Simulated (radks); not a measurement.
Values are calculated unless marked as measured or tabulated.
The mean radii <r> (bohr) of the occupied orbitals of an atom or ion are listed with their occupations. Code: a radial shooting solver on a logarithmic mesh with Libxc functionals. Model: Dirac Kohn-Sham, PBE, spin-unpolarised, spherical densities, finite nucleus; Fermi nuclear charge, rms radius of each element as measured or else 0.836 A^(1/3) + 0.57 fm.

| orbital | occ. | <r> |
|---|---|---|
| 1s1/2 | 2 | 0.01605 |
| 2s1/2 | 2 | 0.06632 |
| 2p1/2 | 2 | 0.05437 |
| 2p3/2 | 4 | 0.06303 |
| 3s1/2 | 2 | 0.1628 |
| 3p1/2 | 2 | 0.1524 |
| 3p3/2 | 3 | 0.1656 |
| 5s1/2 | 1 | 0.4989 |

Name the element and its charge. Open shells, if any, fill j = l - 1/2 first.

Answer. Z = 82, lead, charge +64: Pb64+ in [Ne] 3s2 3p5 5s1. The 1s radius gives Z: for a bare nucleus <r> = (2 gamma + 1)/(2Z) with gamma = sqrt(1 - (Z/c)^2), 0.01587 bohr for Z = 82, and screening makes it slightly larger (0.01605 here). The occupations add up to 18, and the charge is Z minus that.
